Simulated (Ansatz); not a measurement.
Consider the ligand exchange at the Si–O bond: `OB(O)O[Si](Cl)(Cl)Cl` + NH₃ → `N[Si](Cl)(Cl)Cl` + `OB(O)O`.

Computed with Ansatz on PBE0-D4/def2-TZVP structures; ΔE is electronic, products minus reactants. CCSD(T)/CBS adds triple-zeta CCSD(T) − MP2 to the extrapolated MP2 energy (def2 sets, frozen cores). This one scheme is used for every species. DFT in def2-TZVPP. B3LYP here is the variant with VWN-RPA as its local correlation; programs differ in this. One conformer a species, not always the lowest.

`OB(O)O[Si](Cl)(Cl)Cl`:

```xyz
10

O     0.199   -1.367    1.134
B    -0.759   -0.653    0.492
O    -2.077   -0.944    0.658
O    -0.381    0.382   -0.336
Si    1.026    1.031   -0.789
Cl    2.179   -0.330   -1.745
Cl    2.031    1.766    0.807
Cl    0.595    2.547   -2.059
H    -0.162   -2.064    1.686
H    -2.653   -0.368    0.152
```

NH₃:

```xyz
4

N     0.195    0.007   -0.203
H     0.246    0.823    0.393
H    -0.743   -0.026   -0.583
H     0.302   -0.804    0.394
```

`N[Si](Cl)(Cl)Cl`:

```xyz
7

N     0.601   -0.452   -0.834
Si   -0.289    0.162    0.457
Cl   -1.044    2.040    0.185
Cl   -1.872   -1.069    0.780
Cl    0.924    0.243    2.085
H     1.539   -0.133   -1.011
H     0.140   -0.791   -1.662
```

`OB(O)O`:

Cartesian coordinates in Å:
```
O 0.753 0.618 -0.958
B 0.000 0.000 0.000
O 0.579 -0.901 0.848
O -1.332 0.282 0.109
H 1.670 0.338 -0.934
H -0.050 -1.266 1.474
H -1.620 0.928 -0.540
```

```
             level  ΔE (kJ/mol)  difference from CCSD(T)/CBS
            PBE-D4         34.2                         -5.8
         r2SCAN-D4         39.3                         -0.7
           PBE0-D4         35.2                         -4.8
          B3LYP-D4         42.0                          2.0
           ωB97X-V         38.2                         -1.8
           ωB97M-V         38.1                         -1.9
            B2PLYP         37.7                         -2.3
               PBE         29.5                        -10.5
            r2SCAN         37.4                         -2.6
              PBE0         30.6                         -9.4
             B3LYP         34.9                         -5.1
     HF/def2-TZVPP         41.6                          1.6
    MP2/def2-TZVPP         39.6                         -0.4
SCS-MP2/def2-TZVPP         40.7                          0.7
   CCSD/def2-TZVPP         40.8                          0.8
CCSD(T)/def2-TZVPP         41.3                          1.3
     HF/def2-QZVPP         42.6                          2.6
    MP2/def2-QZVPP         39.2                         -0.8
SCS-MP2/def2-QZVPP         40.1                          0.1
      HF/CBS(def2)         42.8                          2.8
     MP2/CBS(def2)         38.3                         -1.7
    CCSD/CBS(def2)         39.6                         -0.4
       CCSD(T)/CBS         40.0                            0
```

Largest T1 diagnostic among the species: 0.012.

The D4 term adds +7.1 kJ/mol with B3LYP and +4.6 kJ/mol with PBE0; it sums over pairs of atoms, weighted by their polarisabilities, and B3LYP, whose exchange is more repulsive, gets the larger term.
